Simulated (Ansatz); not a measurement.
Stepwise reaction of `Br[Si]Br` with ammonia, as a gas-phase model of exchange steps in deposition or etching. ΔE in kJ/mol; ΔG adds harmonic PBE0-D4 terms to CCSD(T)/CBS, at 1 bar.

Isolated molecules relaxed with PBE0-D4/def2-TZVP in Ansatz; ΔE leaves out vibrations. CBS: MP2 limit from def2 TZ/QZ plus the TZ coupled-cluster correction, frozen cores. This one scheme is used for every species. Functionals use def2-TZVPP. B3LYP here is the variant with VWN-RPA as its local correlation; programs differ in this. For Br outer-core shells are correlated without core-valence functions, which leaves a few kJ/mol of doubt a bond. Scalar relativity is left out up to krypton. Each species was taken in one conformer, which may not be the lowest.

```
step                          reaction  PBE-D4  B3LYP-D4  ωB97M-V  CCSD(T)/CBS  ΔG(400 K)
   2  `N[Si]Br` + NH₃ → `N[Si]N` + HBr    51.6      46.7     46.1         46.3       41.4
```

Give the row of step 1, `Br[Si]Br` + NH₃ → `N[Si]Br` + HBr. (An estimate is asked.)

Ansatz gave: 
| step | reaction | PBE-D4 | B3LYP-D4 | ωB97M-V | CCSD(T)/CBS | ΔG(400 K) |
| --- | --- | --- | --- | --- | --- | --- |
| 1 | `Br[Si]Br` + NH₃ → `N[Si]Br` + HBr | 21.2 | 14.4 | 10.6 | 13.8 | 7.0 |

By hand: ΔE of the 2 steps together at CCSD(T)/CBS.

(13.8) + (46.3) = 60.1 kJ/mol, or 30.0 kJ/mol a step.

In ΔE each step is higher than the one before. All are uphill at CCSD(T)/CBS. ΔG lies between 7.0 and 41.4 kJ/mol a step. PBE-D4 differs from CCSD(T)/CBS by 5.3 to 7.4 kJ/mol a step. Isolated molecules leave out the surface, adducts and barriers. Largest T1 diagnostic: 0.013.
